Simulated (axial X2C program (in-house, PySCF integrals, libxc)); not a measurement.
## Bond lengths and stretching modes, held linear, of BrSiBr⁺

Calculated with an in-house all-electron X2C program for linear molecules (integrals from PySCF): two-component X2C with atomic mean-field Coulomb and Gaunt terms, Gaussian nuclei, basis Br dyall-av3z, Si dyall-v3z with contracted cores. Spin-free rows use the one-electron spin-free X2C Hamiltonian.

Masses Br 78.918, Si 27.977, Br 78.918 u. States: 2c Ω = 1/2 (beyond evenly filled blocks: ω = 1/2); spin-free M_S = 1/2, Λ = 0 (beyond evenly filled blocks: σα).

MP2, spin-free: energies above the lowest point

```json
{"r(Br–Si) (Å)": "2.1372", "r(Si–Br) (Å)": "2.1372", "E (meV)": "24.73"}
{"r(Br–Si) (Å)": "2.1372", "r(Si–Br) (Å)": "2.1920", "E (meV)": "9.24"}
{"r(Br–Si) (Å)": "2.1372", "r(Si–Br) (Å)": "2.2468", "E (meV)": "37.16"}
{"r(Br–Si) (Å)": "2.1920", "r(Si–Br) (Å)": "2.1372", "E (meV)": "9.24"}
{"r(Br–Si) (Å)": "2.1920", "r(Si–Br) (Å)": "2.1920", "E (meV)": "0.00"}
{"r(Br–Si) (Å)": "2.1920", "r(Si–Br) (Å)": "2.2468", "E (meV)": "34.12"}
{"r(Br–Si) (Å)": "2.1920", "r(Si–Br) (Å)": "2.3016", "E (meV)": "101.40"}
{"r(Br–Si) (Å)": "2.2468", "r(Si–Br) (Å)": "2.1372", "E (meV)": "37.16"}
{"r(Br–Si) (Å)": "2.2468", "r(Si–Br) (Å)": "2.1920", "E (meV)": "34.12"}
{"r(Br–Si) (Å)": "2.2468", "r(Si–Br) (Å)": "2.2468", "E (meV)": "74.33"}
{"r(Br–Si) (Å)": "2.3016", "r(Si–Br) (Å)": "2.1920", "E (meV)": "101.40"}
{"r(Br–Si) (Å)": "2.3016", "r(Si–Br) (Å)": "2.3016", "E (meV)": "226.93"}
```

Problem. Fit a quadratic surface with cubic terms in each bond: where is the minimum, and what are the two stretching wavenumbers?

Solution. At MP2, spin-free: bonds 2.177 and 2.177 Å; harmonic stretches 244.7 and 552.0 cm⁻¹; force constants 2.46, 2.46 and coupling 0.33 mdyn/Å.

The other levels and Hamiltonians give:

| Hamiltonian | level | r(Br–Si) (Å) | r(Si–Br) (Å) | lower stretch (cm⁻¹) | upper stretch (cm⁻¹) |
| --- | --- | --- | --- | --- | --- |
| 2c | PBE0 | 2.191 | 2.191 | 228.9 | 499.3 |
| 2c | HF | 2.203 | 2.203 | 218.6 | 391.3 |
| 2c | LDA | 2.188 | 2.188 | 226.8 | 511.1 |
| 2c | MP2 | 2.178 | 2.178 | 243.9 | 551.1 |
| spin-free | PBE0 | 2.189 | 2.189 | 230.2 | 502.6 |
| spin-free | HF | 2.200 | 2.200 | 220.5 | 399.6 |
| spin-free | LDA | 2.186 | 2.186 | 228.2 | 514.2 |

Each state is one determinant, the lowest of a limited PBE0 search; the stretches come from a fit to these few points and carry an uncertainty of a few per cent. Other orders of the atoms were not compared. The levels spread by more than a fifth, so the stretches depend strongly on the method. MP2 freezes inner shells (threshold -2 hartree). The molecule was held linear; bending was not examined, so a bent shape may lie lower.
